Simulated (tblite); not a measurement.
Input of a run (GFN2-xTB geometry optimisation, gas phase (tblite 0.8.0)), started from a force field or distance geometry:
```
{"job": {"kind": "relax", "xc": "GFN2-xTB", "basis": "xTB"}, "charge": 0, "multiplicity": 1}
N     -0.420500     1.354500     3.099700
C     -0.502600     1.074500     1.967500
C     -0.599200     0.701000     0.581600
C     -1.865500    -0.096400     0.262100
C     -1.182800    -1.196700    -0.114700
C      0.168600    -0.581200     0.165300
N      0.959800    -0.498300    -1.083100
C      1.990100     0.401300    -1.221300
O      2.315000     1.219000    -0.384800
H     -0.458000     1.562200    -0.083100
H     -2.925500     0.134600     0.339400
H     -1.487400    -2.180200    -0.474600
H      0.743700    -1.064300     0.976300
H      0.776800    -1.132800    -1.852000
H      2.483100     0.310800    -2.200400
```

Output (eV, eV/Å):
```
step      E/eV     max force
  0    -699.59469    3.163
  1    -699.40927   10.739
  2    -699.71330    1.067
  3    -699.72605    0.835
  4    -699.74108    0.308
  5    -699.74682    0.270
  6    -699.75076    0.336
  7    -699.75297    0.167
  8    -699.75426    0.095
  9    -699.75519    0.081
 10    -699.75575    0.051
 11    -699.75602    0.035
 12    -699.75630    0.044
 13    -699.75659    0.050
 14    -699.75687    0.047
 15    -699.75711    0.044
 16    -699.75735    0.050
 17    -699.75765    0.056
 18    -699.75800    0.066
 19    -699.75832    0.050
 20    -699.75857    0.046
 21    -699.75880    0.049
 22    -699.75904    0.050
 23    -699.75925    0.041
 24    -699.75939    0.030
 25    -699.75949    0.026
 26    -699.75958    0.031
 27    -699.75968    0.030
 28    -699.75976    0.022
 29    -699.75981    0.017
 30    -699.75986    0.022
 31    -699.75993    0.023
 32    -699.76001    0.025
 33    -699.76008    0.025
 34    -699.76017    0.028
 35    -699.76026    0.034
 36    -699.76034    0.030
 37    -699.76041    0.020
 38    -699.76046    0.020
 39    -699.76052    0.023
 40    -699.76059    0.029
 41    -699.76067    0.025
 42    -699.76073    0.020
 43    -699.76078    0.018
 44    -699.76084    0.025
 45    -699.76091    0.024
 46    -699.76097    0.021
 47    -699.76102    0.023
 48    -699.76107    0.021
 49    -699.76114    0.028
 50    -699.76120    0.023
 51    -699.76124    0.012
 52    -699.76126    0.011
 53    -699.76129    0.015
 54    -699.76133    0.021
 55    -699.76138    0.023
 56    -699.76144    0.024
 57    -699.76150    0.025
 58    -699.76156    0.023
 59    -699.76164    0.024
 60    -699.76172    0.025
 61    -699.76181    0.023
 62    -699.76190    0.023
 63    -699.76202    0.027
 64    -699.76217    0.034
 65    -699.76235    0.037
 66    -699.76254    0.036
 67    -699.76278    0.044
 68    -699.76308    0.070
 69    -699.76345    0.059
 70    -699.76388    0.204
 71    -699.76463    0.149
 72    -699.76632    0.218
 73    -699.76841    0.143
 74    -699.76353    1.039
 75    -699.77308    0.250
 76    -699.77716    0.240
 77    -699.76885    1.219
 78    -699.78111    0.145
 79    -699.78390    0.204
 80    -699.78871    0.812
 81    -699.79384    0.182
 82    -699.79875    0.167
 83    -699.80186    0.901
 84    -699.80755    0.100
 85    -699.81080    0.150
 86    -699.81023    0.873
 87    -699.81650    0.130
 88    -699.81902    0.122
 89    -699.81966    0.953
 90    -699.82576    0.137
 91    -699.82816    0.104
 92    -699.82812    0.733
 93    -699.83285    0.103
 94    -699.83396    0.090
 95    -699.83537    0.114
 96    -699.83571    0.162
 97    -699.83622    0.091
 98    -699.83675    0.079
 99    -699.83766    0.115
100    -699.83819    0.079
101    -699.83863    0.106
102    -699.83889    0.109
103    -699.83916    0.112
104    -699.83946    0.164
105    -699.83988    0.093
106    -699.84057    0.067
107    -699.84085    0.055
108    -699.84111    0.050
109    -699.84136    0.067
110    -699.84158    0.060
111    -699.84181    0.048
112    -699.84199    0.043
113    -699.84213    0.038
114    -699.84222    0.032
115    -699.84228    0.023
116    -699.84231    0.019
117    -699.84233    0.014
118    -699.84235    0.013
119    -699.84237    0.014
120    -699.84238    0.009
```

Task: Summarise the run.

Result: The energy falls by 5.7 kcal/mol over 120 L-BFGS steps, the largest force on an atom goes from 3.16 to 0.009 eV/Å, and the atoms move by 0.656 Å rms after alignment. The bond that changes most is C6–N7 (sp3 carbon bound to nitrogen to amide nitrogen), which shortens by 0.048 Å. Bonds longer at the end by more than 0.005 Å: 2 of 15; shorter: 10. Among the angles that change most is C5–C6–N7, from 110.2° to 117.5°. Among the dihedrals that turn most is H13–C6–N7–H14, from 104° to 174°. The energy rose by more than 1e-5 eV at steps 1, 74, 77, 86 and 92.

Task: What are the final bond lengths?

Result: N1≡C2 1.143 Å, C2–C3 1.435 Å, C3–C4 1.516 Å, C4=C5 1.329 Å, C5–C6 1.510 Å, C6–N7 1.433 Å, N7–C8 1.352 Å, C8=O9 1.202 Å, C3–C6 1.575 Å, C3–H10 1.093 Å, C4–H11 1.073 Å, C5–H12 1.073 Å, C6–H13 1.093 Å, N7–H14 1.008 Å, C8–H15 1.105 Å. Numbering counts from 1 in the input's order; the species is `N#C[C@@H]1C=C[C@H]1NC=O`.

Its GFN2-xTB frequencies are all real (lowest 44 cm⁻¹). One conformer, not necessarily the lowest.

These are computed values.
